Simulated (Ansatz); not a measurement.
Input file for Ansatz (a quantum-chemistry and plane-wave program): R-CCSD(T)/cc-pV(T+d)Z on CH5NSi (SMILES C[Si]N), a point of a torsion scan. Files ending in .json are basis or fitting sets from the Basis Set Exchange.

Ansatz 0.2 input:
```yaml
crystal:
  periodic: [false, false, false]
  atoms:
    - {symbol: C, position_ang: [1.19708878, -0.13462491, 0.12113909]}
    - {symbol: Si, position_ang: [-0.22332731, 1.03046311, 0.68687466]}
    - {symbol: N, position_ang: [-1.50272171, 0.30343573, -0.19688401]}
    - {symbol: H, position_ang: [1.33293914, -0.10764459, -0.96072745]}
    - {symbol: H, position_ang: [2.14552196, 0.15163747, 0.57270322]}
    - {symbol: H, position_ang: [1.00441881, -1.17037048, 0.40358587]}
    - {symbol: H, position_ang: [-1.40920218, -0.50251382, -0.80128439]}
    - {symbol: H, position_ang: [-2.45114641, 0.63598301, -0.16684383]}
basis:
  gaussian:
    orbitals: cc-pV_T+d_Z.json
magnetization: {spin_polarized: false}
correlation: {method: ccsd_t, electrons: outside_noble_gas}
scf: {lower_state_search: off}
```

The head of its log:

```
WARN ansatz: RAYON_NUM_THREADS=1 ignored (pool sized by the plan → 1); use --threads N
Functional definition: HF
these checks for a lower state are left out or cut short: stability, starts, cluster_reference, orbital_swaps, neighbouring_geometries, increment
integrals: 0.50 GiB planned
968 factors; integrals over basis functions are off by at most 1.2e-3 eV
mean field: 0.37 GiB planned
mean field evaluation 1: about -10451.2565 eV, gradient 4.0e1 eV
mean field evaluation 2: about -10451.2582 eV, gradient 4.0e1 eV
mean field evaluation 4: about -10454.8383 eV, gradient 3.4e0 eV
mean field evaluation 8: about -10454.8927 eV, gradient 3.9e-4 eV
mean field -10454.89271272 eV, -384.2102206116 hartree, gradient 3.6e-6 eV, S^2 0.000000; 0 other end points of the search recorded, 0 dependent functions left out
7 core orbitals not correlated
reference -10454.89271272 eV, -384.2102206116 hartree; 9, 9 occupied and 153, 153 virtual orbitals, 968 factors
```

Problem. Give the final energy of this run.

Solution. -384.7672 hartree (reference determinant -384.2102, T1 diagnostic 0.013).
